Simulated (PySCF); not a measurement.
A structure optimised at r2SCAN-D4/def2-SVP, used in a PySCF frequency run:

```xyz
10

F      2.2932    -0.8609    -0.2785
C      1.2437    -0.0450    -0.2198
F      1.5643     1.0800     0.4297
C     -0.0209    -0.6819     0.2416
C     -1.2023     0.2618     0.1813
F     -1.4289     0.6326    -1.1056
F     -2.3084    -0.3842     0.6321
H     -0.2433    -1.5580    -0.3868
H      0.0970    -1.0351     1.2854
H     -1.0589     1.1771     0.7838
```
Charge 0, spin multiplicity 2.

Q: Write its SMILES and formula.

A: F[C](F)CC(F)F, C₃H₃F₄

Q: What are its rotational constants (standard atomic weights)?

A: 5.1914, 1.3954, 1.3186 GHz
